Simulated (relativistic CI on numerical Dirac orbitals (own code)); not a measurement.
Method of calculation: Dirac-Coulomb-Breit CI, orbitals from a KLI potential per configuration, model QED, unscaled Slater integrals (own radial code, finite nucleus).

The strongest absorption lines from the ground level of an ion, among the configurations computed and to levels below about 382 eV (vacuum wavelength in nm, gf): 3.2798 (0.57), 3.2805 (0.57), 3.2925 (0.43), 6.4009 (0.65), 6.6353 (0.57), 6.9451 (1.4), 7.0895 (1.7), 7.3513 (0.49).

(1) Which ion is it?
A. Pd XXII
B. Ru XX
C. Mo XVIII
D. Cd XXIV

## Answers

(1) B. Ru XX has 25 electrons and the ground level 3s²3p⁶3d⁷ ⁴F9/2; the strongest line goes to 3s²3p⁵3d⁸ ⁴F°9/2. The pattern of lines fixes the number of electrons, and along that sequence the line energies rise steadily with the charge (about as its square where n changes within one kind of shell, about linearly where n is kept but much faster in heavy ions where fine structure, which grows about as Z⁴, sets the gap, and irregularly where shells cross), which fixes Z. Configurations outside the model, such as inner-shell arrays, can give stronger lines. At this charge energies of transitions that change n are usually good to better than 1 %, and those within a shell (Δn = 0) to a few per cent. Terms inside the open d or f shell come out 10 to 20 % too wide with unscaled integrals.

LS names give the leading component of a level, which can be under half, so a name can repeat, a term be missing and a line seem to break the LS rules.
